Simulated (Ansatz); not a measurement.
Reaction (cleavage of the Si–Ga bond): `[NH2][GaH][SiH2]O` + `SS` → `O[SiH2]SS` + `[NH2][GaH2]`

Isolated molecules relaxed with PBE0-D4/def2-TZVP in Ansatz; ΔE leaves out vibrations. CCSD(T)/CBS is the MP2 limit (def2-TZVPP, def2-QZVPP) plus CCSD(T) − MP2 in def2-TZVPP, frozen cores. This one scheme is used for every species. DFT in def2-TZVPP. B3LYP here is the variant with VWN-RPA as its local correlation; programs differ in this. For Ga outer-core shells are correlated without core-valence functions, which leaves a few kJ/mol of doubt a bond. Scalar relativity is left out up to krypton. Each species was taken in one conformer, which may not be the lowest.

| level | ΔE (kcal/mol) | difference from CCSD(T)/CBS |
| --- | --- | --- |
| PBE-D4 | -13.7 | 1.3 |
| r2SCAN-D4 | -15.6 | -0.6 |
| PBE0-D4 | -14.3 | 0.7 |
| B3LYP-D4 | -14.5 | 0.5 |
| ωB97X-V | -15.0 | 0.0 |
| ωB97M-V | -16.0 | -1.0 |
| B2PLYP | -14.8 | 0.2 |
| PBE | -12.9 | 2.1 |
| r2SCAN | -15.5 | -0.5 |
| PBE0 | -13.7 | 1.3 |
| B3LYP | -13.2 | 1.8 |
| HF/def2-TZVPP | -15.1 | -0.1 |
| MP2/def2-TZVPP | -17.1 | -2.1 |
| SCS-MP2/def2-TZVPP | -16.1 | -1.1 |
| CCSD/def2-TZVPP | -14.3 | 0.7 |
| CCSD(T)/def2-TZVPP | -14.8 | 0.2 |
| HF/def2-QZVPP | -15.2 | -0.2 |
| MP2/def2-QZVPP | -17.2 | -2.2 |
| SCS-MP2/def2-QZVPP | -16.4 | -1.4 |
| HF/CBS(def2) | -15.2 | -0.2 |
| MP2/CBS(def2) | -17.3 | -2.3 |
| CCSD/CBS(def2) | -14.5 | 0.5 |
| CCSD(T)/CBS | -15.0 | 0 |

Largest T1 diagnostic among the species: 0.014.

The D4 term adds −1.3 kcal/mol with B3LYP and −0.7 kcal/mol with PBE0; it sums over pairs of atoms, weighted by their polarisabilities, and B3LYP, whose exchange is more repulsive, gets the larger term. From PBE to PBE0 (25 % exact exchange), in def2-TZVPP and without D4, ΔE moves by −0.8 kcal/mol.
